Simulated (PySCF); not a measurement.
## SbTe⁻: energy against distance

Set-up: PySCF, scalar-relativistic core potentials, basis sets Sb def2-TZVPPD with ECP28, Te def2-TZVPPD with ECP28. Energies in eV from Sb + Te⁻ in their ground configurations at the same level. State: ³Σ⁻ (triplet), unpaired electrons π ↑↑.

```
R (Å)    MN15
2.276  -1.330
2.381  -2.028
2.487  -2.401
2.567  -2.529
2.646  -2.563
2.725  -2.526
2.831  -2.402
2.963  -2.170
3.122  -1.837
3.334  -1.399
```

Put a parabola through the three lowest points of the MN15 curve and estimate Re, k and ωe (reduced mass 62.62 u; 1 eV/Å² = 0.16022 mdyn/Å; ωe = 1302.8·√(k/μ) cm⁻¹).

Through R = 2.567, 2.646, 2.725 Å the second-order coefficient is 5.69 eV/Å², so Re ≈ 2.644 Å, k ≈ 1.82 mdyn/Å and ωe ≈ 222 cm⁻¹. A polynomial fit of higher order to the unrounded MN15 energies gives Re = 2.641 Å, k = 1.80 mdyn/Å, ωe = 221 cm⁻¹; anharmonicity and rounding make the difference.

The higher-order fit for each curve: MN15: Re = 2.641 Å, ωe = 221 cm⁻¹, De = 2.56 eV.

⟨S²⟩ of the unrestricted solution departs from its pure value on part of the curve, where spin states mix. Spin–orbit coupling is left out, which matters for elements this heavy, above all for dissociation energies. For an ion De counts to the pair picked by the measured ionisation energies or electron affinities, which need not be the lowest pair at this level. The state was picked by a PBE0 search and need not be the measured ground state.
